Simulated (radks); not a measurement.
Values are calculated unless marked as measured or tabulated.
Excited configurations of Be I: one electron is placed in a higher orbital outside [He] 2s1. The ground configuration is [He] 2s2. Code: a radial shooting solver on a logarithmic mesh with Libxc functionals. Model: non-relativistic Kohn-Sham, BLYP, spin-polarised, spherical densities, point nucleus; open shells are filled with parallel spins first. Excitation = E - E(ground); binding = E(ion) - E, where the ion is the core of charge +1; n* = 1/sqrt(2 binding) in atomic units, and the quantum defect is n - n*.

outer orbital  excitation (eV)  binding (eV)     n*  quantum defect  eigenvalue (eV)  <r> (bohr)
2p                       2.640         6.338  1.465           0.535           -2.785       2.944
3d                       7.387         1.591  2.925           0.075           -0.624       9.617
4d                       7.914         1.064  3.576           0.424           -0.549       17.58

Estimate the row for 3s.

Answer. excitation (eV) 6.144; binding (eV) 2.834; n* 2.191; quantum defect 0.809; eigenvalue (eV) -1.605; <r> (bohr) 7.356. The Delta-SCF ionisation energy is 8.978 eV (NIST Atomic Spectra Database: 9.323 eV, measured). Self-interaction in the functional shifts the binding energies and quantum defects, so they are the method's values and not measured ones.
